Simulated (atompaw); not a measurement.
## Reading a pseudo-wave (Gd)

Columns: radius, all-electron u(r) and pseudo u(r) of the 4f shell (level -15.33 eV) of gadolinium in the configuration [Kr] 4d10 4f7 5s2 5p6 5d1 6s1 6p0; LDA (PW92), scalar-relativistic, PAW (atompaw) scheme, atompaw 4.2.0.5.

```csv
r (bohr),all-electron,pseudo
0.102,0.0813,0.0071
0.204,0.4026,0.0938
0.306,0.7489,0.3480
0.408,0.9757,0.7093
0.510,1.0724,0.9899
0.612,1.0775,1.0752
0.713,1.0305,1.0311
0.815,0.9573,0.9573
0.917,0.8739,0.8739
1.019,0.7893,0.7893
1.121,0.7082,0.7082
1.223,0.6329,0.6329
1.325,0.5644,0.5644
1.427,0.5026,0.5026
1.529,0.4473,0.4473
1.631,0.3981,0.3981
1.733,0.3545,0.3545
1.835,0.3159,0.3159
1.937,0.2816,0.2816
2.038,0.2516,0.2516
2.140,0.2247,0.2247
2.242,0.2009,0.2009
2.344,0.1797,0.1797
2.446,0.1609,0.1609
2.548,0.1442,0.1442
2.650,0.1294,0.1294
```

**Question.** How many radial nodes do the two functions have?

**Answer.** The all-electron 4f function has n − l − 1 = 0; the pseudo-wave has 0.

**Question.** At about which radius was the pseudo-wave matched?

**Answer.** 0.75 bohr, where the columns begin to agree (steps of 0.10 bohr).

**Question.** Is the pseudo-wave norm-conserving?

**Answer.** No, it belongs to a PAW set: the norm inside the radius is not constrained, and the difference is carried by the augmentation charge.
